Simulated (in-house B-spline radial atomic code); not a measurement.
Configurations of Sc3+, with energies counted from [Ne] 3s2 3p6. Method: non-relativistic M06-2X, spin-polarised, spherical fractional occupations, point nucleus. Calculated with a B-spline radial code for spherical atoms. Caution: exact exchange at fractional occupations of open shells leaves self-interaction of up to several eV. Shells without spins written out take the highest spin.

Occupations are held fixed; configurations that lie above the ionisation limit could autoionise.

| configuration | E - E(ref) (eV) | highest orbital | its <r> (bohr) |
| --- | --- | --- | --- |
| [Ne] 3s1 3p6 3d1 | 58.048 | 3d up | 1.365 |
| [Ne] 3s1 3p6 4s1 | 64.918 | 4s up | 2.632 |
| [Ne] 3s1 3p6 4p1 | 71.513 | 4p up | 2.963 |
| [Ne] 3s1 3p6 4f1 | 82.814 | 4f up | 4.559 |
| [He] 2s2 2p(3 up, 2 down) 3s2 3p6 3d(0 up, 1 down) | 420.2 | 3d down | 1.286 |
| [He] 2s2 2p(2 up, 3 down) 3s2 3p6 4d(0 up, 1 down) | 442.19 | 4d down | 3.717 |

(1) Order these further configurations by energy, lowest first.
A. [He] 2s2 2p5 3s2 3p6 4f1
B. [Ne] 3s2 3p5 4d1
C. [Ne] 3s2 3p5 3d1
D. [Ne] 3s2 3p5 4f1
E. [Ne] 3s2 3p(2 up, 3 down) 4s(0 up, 1 down)

(2) How far above the reference does [He] 2s2 2p5 3s2 3p6 4p1 lie?

Results:

(1) C (38.12 eV), E (44.754 eV), B (58.437 eV), D (62.574 eV), A (446.74 eV).

(2) 434.93 eV; its least bound orbital is 4p up with <r> = 2.899 bohr.
